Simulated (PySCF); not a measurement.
CH7PSn.
Atom-mapped SMILES: `[CH3:1][SnH2:2][PH2:3]` (hydrogens: H4, H5, H6 on C1; H7, H8 on Sn2; H9, H10 on P3)

Method: PBE0-D3(BJ)/def2-SVP geometry optimisation, gas phase, def2 core potentials past Kr in PySCF 2.14.0; density fitting, grid level 1; the optimiser is geomeTRIC in internal coordinates, started from a GFN2-xTB structure with every atom displaced at random (about 0.01 Å).

Step 0: E = -16262.4435 eV
```
atom  x, y, z in Å  |  force x, y, z in eV/Å
C1     -1.6301   -0.5763   -0.1415    0.304   1.368  -0.128
Sn2     0.1029    0.7180   -0.0671   -0.444  -0.027  -0.265
P3      2.0155   -0.4788    0.9648   -0.536   0.200   1.713
H4     -2.4942    0.0313   -0.4063   -0.285   0.263  -0.067
H5     -1.8102   -1.0180    0.8119   -0.126  -0.551   1.076
H6     -1.5243   -1.3273   -0.8875    0.260  -0.978  -0.853
H7      0.4080    1.3890   -1.6051    0.120  -0.097  -0.294
H8     -0.2291    2.0917    0.8648   -0.097   0.212   0.380
H9      2.2377   -1.2877   -0.1061    0.212  -1.057  -1.333
H10     2.9744    0.4372    0.5510    0.591   0.667  -0.229
```

**Question.** Estimate the geometry and energy of step 1. (The exact step hangs on the optimiser's Hessian estimate; all steps are aligned on step 0, rigid shifts and turns removed.)

**Answer.** E = -16262.5924 eV, largest force 0.397 eV/Å
```
atom  x, y, z in Å  |  force x, y, z in eV/Å
C1     -1.6342   -0.5471   -0.1420   -0.060  -0.222   0.013
Sn2     0.0820    0.7469   -0.0711   -0.004   0.271  -0.101
P3      2.0119   -0.4922    0.9903    0.182  -0.088  -0.333
H4     -2.5255    0.0454   -0.3885   -0.032   0.030  -0.009
H5     -1.7955   -1.0346    0.8349    0.062   0.070  -0.135
H6     -1.5068   -1.3239   -0.9166    0.028   0.115   0.143
H7      0.4497    1.3084   -1.6767   -0.033  -0.080   0.245
H8     -0.2653    2.1221    0.9362    0.073  -0.221  -0.155
H9      2.2483   -1.3306   -0.1692   -0.084   0.254   0.294
H10     2.9858    0.4848    0.5816   -0.131  -0.127   0.038
```

The energy changes by -0.1490 eV. The first-order estimate −F·Δx gives -0.3948 eV and the mean of the old and new forces, exact on a quadratic surface, -0.1570 eV. The step makes an angle of 55° with the force vector and moves no atom by more than 0.116 Å.

The cost below is that of the whole optimisation. On an AMD EPYC 9B45 with one thread, no GPU, shared host with 96 logical CPUs at a one-minute load of 19, this took 11 s and 0.40 GiB of memory at its peak.
